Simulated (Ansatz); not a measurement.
Abridged output of a molecular run in Ansatz:

```
Functional definition: HF
1663 factors; integrals over basis functions are off by at most 9.6e-4 eV
mean field evaluation 1: about -77691.4698 eV, gradient 2.7e1 eV
mean field evaluation 2: about -77691.7195 eV, gradient 2.7e1 eV
mean field evaluation 4: about -77694.4119 eV, gradient 3.3e0 eV
mean field evaluation 8: about -77694.4704 eV, gradient 1.3e-1 eV
mean field -77694.47056256 eV, -2855.2191299703 hartree, gradient 3.9e-6 eV, S^2 0.000000; 0 other end points of the search recorded, 0 dependent functions left out
20 core orbitals not correlated: weight in the atoms' cores, before any rotation towards them, 1.000 or more for the frozen orbitals, at most 0.000 for the correlated occupied ones
reference -77694.47056256 eV, -2855.2191299703 hartree; 18, 18 occupied and 251, 251 virtual orbitals, 1663 factors
second order -19.33083221 eV of doubles, -0.00000000 eV of singles
cycle   1  -20.35428548 eV  change    -1.0e0 eV  update   1.0e-1
cycle   2  -21.01499394 eV  change   -6.6e-1 eV  update   3.2e-2
cycle   3  -21.06920724 eV  change   -5.4e-2 eV  update   1.2e-2
cycle   4  -21.06313467 eV  change    6.1e-3 eV  update   3.7e-3
cycle   5  -21.06213684 eV  change    1.0e-3 eV  update   1.2e-3
cycle   6  -21.06144882 eV  change    6.9e-4 eV  update   3.8e-4
cycle   7  -21.06147183 eV  change   -2.3e-5 eV  update   1.2e-4
cycle   8  -21.06152241 eV  change   -5.1e-5 eV  update   4.6e-5
cycle   9  -21.06151853 eV  change    3.9e-6 eV  update   1.5e-5
perturbative correction -0.78916708 eV, -0.0290013551 hartree
Total energy: -77716.32124816 eV, -2856.0221278553 hartree
```

Its atoms:

Cartesian coordinates in Å:
```
C 0.553 0.173 -2.046
Si 1.017 0.790 -0.336
Si 0.118 -0.608 1.309
As -2.226 -0.736 0.959
H 0.954 -0.828 -2.218
H -0.532 0.127 -2.159
H 0.949 0.836 -2.819
H 0.483 2.166 -0.123
H 2.499 0.855 -0.189
H 0.649 -1.992 1.147
H 0.464 -0.140 2.679
H -2.490 -1.329 2.336
H -2.438 0.686 1.461
```

Problem. Which basis set was used?
A. def2-SVP
B. cc-pV(D+d)Z
C. def2-TZVPP
D. def2-SVPD

Solution. C. It gives 289 functions.

Problem. Write the keys of the input that set method, charge and spin (a neutral closed shell needs none for the last two).

Solution. 
```yaml
correlation: {method: ccsd_t}
```
